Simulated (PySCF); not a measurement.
# Excitation energy of Au by level of theory

Au [Xe] 4f14 5d10 6s1 (2S) → Au [Xe] 4f14 5d9 6s1 7s1 (4D), as a difference of total energies. Calculation: PySCF 2.14, in aug-cc-pwCVTZ-PP with ECP60MDF (8s8p7d4f3g, 122 functions); a scalar-relativistic core potential. Correlated levels: valence: 5s2 5p6 frozen; valence and next inner shell: nothing frozen outside the core potential. The calculations carry no spin-orbit coupling.

```
                                method  excitation energy (cm⁻¹)
                                   UHF                     58647
                                   LDA                     74663
                                  PBE0                     70103
                                r2SCAN                     70777
                                revPBE                     70712
                                  PW91                     71875
                         MP2 (valence)                     74013
                     SCS-MP2 (valence)                     73505
    MP2 (valence and next inner shell)                     73429
SCS-MP2 (valence and next inner shell)                     72404
```

**Question.** Estimate what PBE gives.

**Answer.** 71469 cm⁻¹, closest to PW91 among the rows shown.

**Question.** Estimate what MN15 gives.

**Answer.** 72924 cm⁻¹, closest to MP2 (valence and next inner shell) among the rows shown.

The promoted electron is Rydberg-like, and one or two diffuse shells describe it only roughly, which tends to raise the upper state.
